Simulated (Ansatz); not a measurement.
Total energies of B2(F)4 (B₂F₄) from Ansatz at PBE-D4/def2-TZVPD, gas phase (1 Eh = 27.2114 eV = 2625.5 kJ/mol). The reference geometry is relaxed at r2SCAN-D4/def2-SVP.

| state | geometry | energy (Eh) |
| --- | --- | --- |
| charge 0 singlet | reference | -449.05053 |
| charge -1 doublet | reference | -449.02707 |
| free B atom (doublet) | – | -24.61015 |
| free F atom (doublet) | – | -99.67049 |

**Question.** Work out the vertical electron affinity, to the doublet.

**Answer.** E(charge 0 singlet) − E(charge -1 doublet) = -449.05053 − (-449.02707) = -0.02346 Eh = -0.64 eV; negative, so the extra electron isn't bound.

**Question.** What is the binding energy per atom against free atoms?

**Answer.** Atoms: 2 × (-24.61015) + 4 × (-99.67049) = -447.90226 Eh. Binding: -447.90226 − (-449.05053) = 1.14827 Eh = 31.25 eV, or 5.21 eV for each of 6 atoms (no zero-point energy, no counterpoise term).

At PBE-D4/def2-TZVPD the highest occupied level of the charge -1 doublet lies above zero (up to 2.08 eV). By energy differences it is unbound by 0.64 eV (vertical, to the charge 0 singlet, at PBE-D4/def2-TZVPD) and held by the finite basis. At PBE-D4/def2-TZVPD the gap within one spin of the charge -1 doublet nearly closes, so an electron or hole may be smeared out by delocalisation error.
